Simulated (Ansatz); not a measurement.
Energy difference 4 R1 + R2 → 2 P1 + 3 P2, each structure at its B3LYP-D3(BJ)/def2-TZVP stationary point, reached from a drawn start (curvature not checked).
R1: H2 (SMILES [H][H]), charge 0, multiplicity 1.
P1: NH3 (SMILES N), charge 0, multiplicity 1.
P2: SiH4 (SMILES [SiH4]), charge 0, multiplicity 1.
R2: H10N2Si3 (SMILES [SiH3]N[SiH2]N[SiH3]), charge 0, multiplicity 1.

P less R. No zero-point or thermal terms. One arrangement of each flexible species, with no search for the lowest.

Frozen-core correlation throughout.

The values were computed with Ansatz (Gaussian orbitals). Each number belongs to the level named beside it.

Total energies in hartree:

| structure | PBE/def2-TZVPP | PBE0/def2-TZVPP | CCSD(T)/cc-pV(T+d)Z |
|---|---|---|---|
| R1 | -1.166122 | -1.168485 | -1.172336 |
| P1 | -56.510610 | -56.515727 | -56.473042 |
| P2 | -291.721620 | -291.756591 | -291.440117 |
| R2 | -983.556809 | -983.663122 | -982.627739 |

Problem. Work out the reaction energy at each level in kcal/mol (1 hartree = 627.50947 kcal/mol), and say how far PBE/def2-TZVPP lies from CCSD(T)/cc-pV(T+d)Z.

Solution. 
- PBE/def2-TZVPP: 3 × (-291.721620) + 2 × (-56.510610) − (-983.556809) − 4 × (-1.166122) = 0.035217 hartree = 22.10 kcal/mol
- PBE0/def2-TZVPP: 3 × (-291.756591) + 2 × (-56.515727) − (-983.663122) − 4 × (-1.168485) = 0.035835 hartree = 22.49 kcal/mol
- CCSD(T)/cc-pV(T+d)Z: 3 × (-291.440117) + 2 × (-56.473042) − (-982.627739) − 4 × (-1.172336) = 0.050648 hartree = 31.78 kcal/mol
PBE/def2-TZVPP less CCSD(T)/cc-pV(T+d)Z: -9.68 kcal/mol. CCSD(T)/cc-pV(T+d)Z is the level counted from, the highest shown, and no exact or measured value.

Ansatz is a quantum-chemistry and plane-wave program.
